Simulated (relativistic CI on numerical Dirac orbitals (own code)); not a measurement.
# Hyperfine structure of Tm LX, mass number 171

Method of calculation: Dirac-Coulomb-Breit CI, KLI orbitals optimised for each configuration, a model potential for QED, unscaled Slater integrals (own radial code, finite nucleus).

Configuration list (outside the closed core 1s2): 2s2.2p6, 2s2.2p5.3s, 2s2.2p5.3p, 2s2.2p5.3d, 2s.2p6.3s, 2s.2p6.3p, 2s.2p6.3d, 2s2.2p5.4s, 2s2.2p5.4p, 2s2.2p5.4d, 2s2.2p5.4f, 2s2.2p4.3s2, 2s.2p6.4s, 2s2.2p4.3s.3p, 2s.2p6.4p, 2s.2p6.4d. Levels of other configurations are missing.

Nuclear spin I = 1/2, μ = -0.23 μN (tables of Stone and Pyykkö). The electronic factors are computed for point nuclear moments, without core polarisation or the Bohr-Weisskopf and QED corrections.

```tsv
Level	E (Ry)	A (GHz)
2s2.2p5.3s 3P°_2	526.441	-747.3
2s2.2p5.3s 1P°_1	527.011	154.2
2s2.2p5.3p 3D_2	536.405	-392.4
2s2.2p5.3p 3D_3	556.315	-189.9
2s2.2p5.3p 1P_1	556.335	-192.5
2s2.2p5.3p 3P_2	557.181	-189.7
2s2.2p5.3d 3P°_1	567.666	-156.7
2s2.2p5.3d 3F°_3	567.799	-170.9
```

Levels with J = 0, under 50 % of one LS term, or S terms without an open s electron are left out. Small factors come from cancelling terms and can be off by tens of per cent or more.

At this charge energies of transitions that change n are usually good to better than 1 %, and those within a shell (Δn = 0) to a few per cent.

Q: Give the hyperfine levels of 2s2.2p5.3s 3P°_2 relative to its centre of gravity.

A: With K = F(F + 1) − I(I + 1) − J(J + 1), E = AK/2: F = 3/2: 1121, F = 5/2: -747.3 GHz.

LS names give the leading component of a level, which can be under half, so a name can repeat, a term be missing and a line seem to break the LS rules.
